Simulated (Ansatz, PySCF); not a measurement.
Gas-phase reaction in SMILES: [SiH2]Cl (SiH2Cl) → [SiH2-]Cl (an electron is taken up)

Quantity: adiabatic electron affinity (0 K, with zero-point energies), in eV. Positive where the reaction releases energy. Terms: UHF or UKS for open shells; valence correlation only; dispersion terms only where a functional's name holds one; no spin-orbit coupling; 6-31G* and kin with 6d, 5d where marked; 6-311+G** with 5d, 6d on Na to Ar in Ansatz (a first-principles code); non-relativistic; LANL2DZ with its own core potentials from Na on. Ab initio and DFT rows: single points at B3LYP-D3(BJ) geometries (Ansatz), with unscaled harmonic terms from B3LYP/6-31G* (Ansatz) at its own minima. Anions need diffuse functions, which STO-3G, LANL2DZ, def2-SVP, cc-pVDZ and Pople sets without + lack.

```csv
level,program,"adiabatic electron affinity (0 K, with zero-point energies) (eV)"
HF/LANL2DZ,Ansatz,1.26
PBE/STO-3G,Ansatz,-1.83
B3LYP/LANL2DZ,Ansatz,2.06
B3LYP/6-31G*,Ansatz,1.75
B3LYP/6-31+G*,Ansatz,2.00
B3LYP/def2-SVP,Ansatz,1.56
PBE0/6-31G*,Ansatz,1.66
M06-2X/6-311+G**,PySCF,1.90
MP2/3-21G,Ansatz,1.61
PBE/def2-TZVPD,Ansatz,1.79
B3LYP/def2-TZVPD,Ansatz,1.88
B2PLYP-D3(BJ)/def2-TZVPD,Ansatz + dftd3,1.74
```

No value to compare with is used here. The 9 habitual levels span -1.83 (PBE/STO-3G) to 2.06 eV (B3LYP/LANL2DZ); B2PLYP-D3(BJ)/def2-TZVPD gives 1.74.

The levels are drawn from those run, B3LYP/6-31G* more often than the rest, none by its result; left out are runs that failed, that the program found above a lower state of the same kind, or whose <S^2> lies over 0.5 above the pure value.
